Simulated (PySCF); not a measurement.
These compounds are isomers of formula C₄H₄F₄OSi.

A. SMILES O=C/C=C(\F)[SiH2]C(F)(F)F
B. SMILES O=C/C(=C\C(F)(F)F)[SiH2]F
C. `FC(=O)/C(=C/[SiH3])C(F)(F)F`

Spectrum 1. 1H NMR (400 MHz, computed): δ 10.54 (m, 1H), 6.27 (m, 1H), 4.75 (m, 2H). 13C{1H} NMR (computed): δ 189.1 (CH), 185.9 (C), 138.2 (C), 135.0 (CH).

Spectrum 2. 1H NMR (400 MHz, computed): δ 8.43 (m, 1H), 4.38 (d, 3H). 13C{1H} NMR (computed): δ 164.0 (CH), 157.8 (C), 141.8 (C), 131.9 (C).

Spectrum 3. 1H NMR (400 MHz, computed): δ 10.44 (m, 1H), 7.24 (m, 1H), 5.42 (m, 2H). 13C{1H} NMR (computed): δ 202.2 (CH), 157.4 (C), 153.3 (CH), 130.7 (C).

PySCF 2.14 calculation with σ from GIAO-PBE0/pcSseg-1 and GFN2-xTB geometry; non-relativistic, a single conformation, averaged over atoms made equivalent by symmetry, fast rotation or ring inversion, isolated molecule.

Chemical shifts δ = σref − σ; 1H (31.72 ppm), 13C (186.93 ppm) vs TMS, all at this level. Splittings of carbon signals by F and P are missing where no couplings were computed. Where no couplings were computed, multiplicities follow the n + 1 count of equivalent neighbours, and m marks all less simple cases (inequivalent or close neighbours, rings, F or P nearby). Shifts are as computed. Against solution values, carbons near 30 ppm lie about +3 ppm off and those near 130 ppm about +5 ppm. Of 1309 compounds with measured shifts, 239 miss one by over three times the rms of a fit or turn the order of signals round; such compounds aren't used in these exercises.

Task: Which spectrum belongs to which compound?

Result: 1–A, 2–C, 3–B.

- Spectrum 1 (A): 4 13C signals; δC 189.1 is an aldehyde carbonyl carbon; δC 185.9 is a β carbon of a C=C–C=O unit.
- Spectrum 2 (C): 4 13C signals; δC 164.0 is a β carbon of a C=C–C=O unit; δC 141.8 is an α carbon of a C=C–C=O unit.
- Spectrum 3 (B): 4 13C signals; δC 202.2 is an aldehyde carbonyl carbon; δC 157.4 is an α carbon of a C=C–C=O unit.
